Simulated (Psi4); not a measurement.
F₆Pt, triplet, geometry from GFN2-xTB (such geometries of metal compounds can be far from the true shape) (core potentials on Pt); R2SCAN/def2-SVP (Psi4).

Input for Psi4:
```
memory 2 GB

molecule mol {
0 3
  Pt    0.000000   -0.000000   -0.000000
  F    -0.775258    1.687503   -0.268959
  F     1.514414    0.815312    0.750230
  F     0.791552    0.092892   -1.698777
  F    -0.791552   -0.092892    1.698777
  F    -1.514414   -0.815312   -0.750230
  F     0.775258   -1.687503    0.268959
}

set basis def2-svp
set reference uks
set dft_nuclear_scheme becke

energy('r2scan')
print_variables()
```

The log (banner, timings and long lists left out):

```
   => Loading Basis Set <=

    Name: DEF2-SVP
    Role: ORBITAL
    Keyword: BASIS

    !!!  WARNING: ECP capability is in beta. Please check occupations closely.  !!!

         ---------------------------------------------------------
                                   SCF
               by Justin Turney, Rob Parrish, Andy Simmonett
                          and Daniel G. A. Smith
                              UKS Reference
         ---------------------------------------------------------

  ==> Geometry <==

    Molecular point group: ci
    Full point group: Ci

    Geometry (in Angstrom), charge = 0, multiplicity = 3:

       Center              X                  Y                   Z               Mass
    ------------   -----------------  -----------------  -----------------  -----------------
         PT           0.000000000000     0.000000000000     0.000000000000   194.964791700000
         F           -0.775258000000     1.687503000000    -0.268959000000    18.998403162730
         F            1.514414000000     0.815312000000     0.750230000000    18.998403162730
         F            0.791552000000     0.092892000000    -1.698777000000    18.998403162730
         F           -0.791552000000    -0.092892000000     1.698777000000    18.998403162730
         F           -1.514414000000    -0.815312000000    -0.750230000000    18.998403162730
         F            0.775258000000    -1.687503000000     0.268959000000    18.998403162730

  Running in ci symmetry.

  Rotational constants: A =      0.06300  B =      0.06300  C =      0.06300 [cm^-1]
  Rotational constants: A =   1888.73363  B =   1888.73282  C =   1888.73252 [MHz]
  Nuclear repulsion =  502.207748060537426

  Charge       = 0
  Multiplicity = 3
  Electrons    = 72
  Nalpha       = 37
  Nbeta        = 35

  ==> Algorithm <==

  SCF Algorithm Type is DF.
  DIIS enabled.
  MOM disabled.
  Fractional occupation disabled.
  Guess Type is SAD.
  Energy threshold   = 1.00e-06
  Density threshold  = 1.00e-06
  Integral threshold = 1.00e-12

  ==> Primary Basis <==

  Basis Set: DEF2-SVP
    Blend: DEF2-SVP
    Number of shells: 48
    Number of basis functions: 116
    Number of Cartesian functions: 127
    Spherical Harmonics?: true
    Max angular momentum: 3

  Core potential: DEF2-SVP
    Number of shells: 4
    Number of ECP primitives: 10
    Number of ECP core electrons: 60
    Max angular momentum: 3

  ==> DFT Potential <==

   => LibXC <=

    Version 7.1.2
    S. Lehtola, C. Steigemann, M. J. T. Oliveira, and M. A. L. Marques,  SoftwareX 7, 1–5 (2018) (10.1016/j.softx.2017.11.002)

   => Composite Functional: R2SCAN <=

    r2SCAN Meta-GGA XC Functional  (0.1021/acs.jpclett.0c02405)
    J. W. Furness, A. D. Kaplan, J. Ning, J. P. Perdew, J. Sun  J. Phys. Chem. Lett.  11, 8208–8215, 2020

    Deriv               =              1
    GGA                 =           TRUE
    Meta                =           TRUE

    Exchange Hybrid     =          FALSE
    MP2 Hybrid          =          FALSE

   => Exchange Functionals <=

    1.0000   XC_MGGA_X_R2SCAN

   => Correlation Functionals <=

    1.0000   XC_MGGA_C_R2SCAN

   => LibXC Density Thresholds  <==

    XC_MGGA_C_R2SCAN:  1.00E-15
    XC_MGGA_X_R2SCAN:  1.00E-11

   => Molecular Quadrature <=

    Radial Scheme          =       TREUTLER
    Pruning Scheme         =           NONE
    Nuclear Scheme         =          BECKE

    Blocking Scheme        =         OCTREE
    BS radius alpha        =              1
    Pruning alpha          =              1
    Radial Points          =             75
    Spherical Points       =            302
    Total Points           =         150900
    Total Blocks           =           1216
    Max Points             =            256
    Max Functions          =            111
    Weights Tolerance      =       1.00E-15

   => Loading Basis Set <=

    Name: (DEF2-SVP AUX)
    Role: JKFIT
    Keyword: DF_BASIS_SCF

  ==> Integral Setup <==

  SCF_SUBTYPE=INCORE selected. In-core MEM_DF algorithm will be used.
  Using in-core AOs.

  ==> MemDFJK: Density-Fitted J/K Matrices <==

    J tasked:                   Yes
    K tasked:                    No
    wK tasked:                   No
    Algorithm:                 Core
    Schwarz Cutoff:           1E-12
    Mask sparsity (%):       5.6778
    Fitting Condition:        1E-10

   => Auxiliary Basis Set <=

  Basis Set: (DEF2-SVP AUX)
    Blend: DEF2-UNIVERSAL-JKFIT
    Number of shells: 195
    Number of basis functions: 689
    Number of Cartesian functions: 899
    Spherical Harmonics?: true
    Max angular momentum: 6

  Minimum eigenvalue in the overlap matrix is 8.5259058401E-03.
  Reciprocal condition number of the overlap matrix is 2.2119064406E-03.
    Using symmetric orthogonalization.

  ==> Pre-Iterations <==

  SCF Guess: Superposition of Atomic Densities via on-the-fly atomic UHF (no occupation information).

   -------------------------
    Irrep   Nso     Nmo
   -------------------------
     Ag        58      58
     Au        58      58
   -------------------------
    Total     116     116
   -------------------------

  ==> Iterations <==

                           Total Energy        Delta E     RMS |[F,P]|

   @DF-UKS iter SAD:  -716.86282637038221   -7.16863e+02   0.00000e+00
   @DF-UKS iter   1:  -715.92480718139814    9.38019e-01   2.31510e-02 ADIIS/DIIS
   @DF-UKS iter   2:  -709.96696464197362    5.95784e+00   5.17113e-02 ADIIS/DIIS
   @DF-UKS iter   3:  -716.79431068205963   -6.82735e+00   1.60343e-02 ADIIS/DIIS
   @DF-UKS iter   4:  -716.78431776217849    9.99292e-03   1.62293e-02 ADIIS/DIIS
   @DF-UKS iter   5:  -717.43556781884035   -6.51250e-01   6.72684e-03 ADIIS/DIIS
   @DF-UKS iter   6:  -717.50349886248000   -6.79310e-02   5.13434e-03 ADIIS/DIIS
   @DF-UKS iter   7:  -717.54293817091661   -3.94393e-02   3.41032e-03 ADIIS/DIIS
   @DF-UKS iter   8:  -717.57535923817079   -3.24211e-02   1.45842e-03 ADIIS/DIIS
   @DF-UKS iter   9:  -717.58273776693761   -7.37853e-03   3.52001e-04 ADIIS/DIIS
   @DF-UKS iter  10:  -717.58314084205654   -4.03075e-04   1.00130e-04 ADIIS/DIIS
   @DF-UKS iter  11:  -717.58316742886313   -2.65868e-05   7.54934e-05 DIIS
   @DF-UKS iter  12:  -717.58318059094574   -1.31621e-05   4.82739e-05 DIIS
   @DF-UKS iter  13:  -717.58318614325276   -5.55231e-06   3.76883e-05 DIIS
   @DF-UKS iter  14:  -717.58318805470299   -1.91145e-06   3.37395e-05 DIIS
   @DF-UKS iter  15:  -717.58319459575409   -6.54105e-06   2.38547e-05 DIIS
   @DF-UKS iter  16:  -717.58320062809617   -6.03234e-06   8.88894e-06 DIIS
   @DF-UKS iter  17:  -717.58320130506809   -6.76972e-07   5.93551e-06 DIIS
   @DF-UKS iter  18:  -717.58320168345165   -3.78384e-07   2.84470e-06 DIIS
   @DF-UKS iter  19:  -717.58320173481536   -5.13637e-08   2.23996e-06 DIIS
   @DF-UKS iter  20:  -717.58320180024043   -6.54251e-08   7.91807e-07 DIIS
  Energy and wave function converged.

  ==> Post-Iterations <==

   Electrons on quadrature grid:
      Nalpha   =   36.9998993886 ; deviation = -1.006e-04
      Nbeta    =   34.9999181587 ; deviation = -8.184e-05
      Ntotal   =   71.9998175472 ; deviation = -1.825e-04

   @Spin Contamination Metric:   2.956299858E-03
   @S^2 Expected:                2.000000000E+00
   @S^2 Observed:                2.002956300E+00
   @S   Expected:                1.000000000E+00
   @S   Observed:                1.000000000E+00

    Orbital Energies [Eh]
    ---------------------

    Alpha Occupied:

[...]
      19Ag    -0.365571

    Alpha Virtual:

[...]
      58Ag   282.308271

    Beta Occupied:

[...]
    Beta Virtual:

[...]
    Final Occupation by Irrep:
             Ag    Au
    DOCC [    17,   18 ]
    SOCC [     2,    0 ]
    NA   [    19,   18 ]
    NB   [    17,   18 ]

  @DF-UKS Final Energy:  -717.58320180024043

   => Energetics <=

    Nuclear Repulsion Energy =            502.2077480605374262
    One-Electron Energy =               -2041.3769218210507006
    Two-Electron Energy =                 895.5342028921940027
    DFT Exchange-Correlation Energy =     -73.9482309319211168
    Empirical Dispersion Energy =           0.0000000000000000
    VV10 Nonlocal Energy =                  0.0000000000000000
    Total Energy =                       -717.5832018002404311

  UHF NO Occupations:
  HONO-2 :   17 Ag 1.9997365
  HONO-1 :   18 Ag 1.0000000
  HONO-0 :   19 Ag 1.0000000
  LUNO+0 :   20 Ag 0.0002635
  LUNO+1 :   21 Ag 0.0002562
  LUNO+2 :   19 Au 0.0001339
  LUNO+3 :   20 Au 0.0001306

Computation Completed

Properties will be evaluated at   0.000000,   0.000000,   0.000000 [a0]

Properties computed using the SCF density matrix

 Multipole Moments:

 ------------------------------------------------------------------------------------
     Multipole            Electronic (a.u.)      Nuclear  (a.u.)        Total (a.u.)
 ------------------------------------------------------------------------------------

 L = 1.  Multiply by 2.5417464519 to convert [e a0] to [Debye]
 Dipole X            :          0.0000000            0.0000000            0.0000000
 Dipole Y            :          0.0000000            0.0000000            0.0000000
 Dipole Z            :          0.0000000            0.0000000            0.0000000
 Magnitude           :                                                    0.0000000

 ------------------------------------------------------------------------------------

  Variable Map:
  ----------------------------------------------------------------------------
[...]
  Array Variable Map:
  ----------------------------------------------------------------------------
[...]
[...]
```
